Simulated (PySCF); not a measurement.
# S (sulfur, neutral) across methods

[Ne] 3s1 3p5, high-spin 3P determinant (an excited configuration). Computed with PySCF 2.14 in aug-cc-pV(D+d)Z (5s4p3d, 32 functions), with the non-relativistic Hamiltonian (point nucleus).

| method | E (hartree) | mean ε 3s α (eV) | mean ε 3p α (eV) | mean ε 3p β (eV) | Σ⟨r²⟩ (bohr²) | ⟨S²⟩ |
| --- | --- | --- | --- | --- | --- | --- |
| BHandHLYP | -397.7207 | -23.745 | -11.140 | -8.331 | 30.49 | 2.013 |
| wB97X-V | -397.6557 | -24.152 | -12.216 | -9.852 | 30.32 | 2.008 |
| LDA | -396.3543 | -18.776 | -8.396 | -6.654 | 30.42 | 2.005 |
| UHF | -397.07732 | -28.590 | -13.850 | -9.058 | 31.22 | 2.039 |
| PBE0 | -397.5882 | -21.391 | -9.863 | -7.517 | 30.30 | 2.008 |
| r2SCAN0 | -397.6958 | -22.198 | -10.258 | -7.543 | 30.36 | 2.016 |
| PBE | -397.5672 | -18.816 | -8.355 | -6.583 | 30.34 | 2.005 |
| PW91 | -397.7267 | -18.856 | -8.394 | -6.627 | 30.32 | 2.005 |
| r2SCAN | -397.7072 | -19.993 | -8.914 | -6.662 | 30.30 | 2.013 |
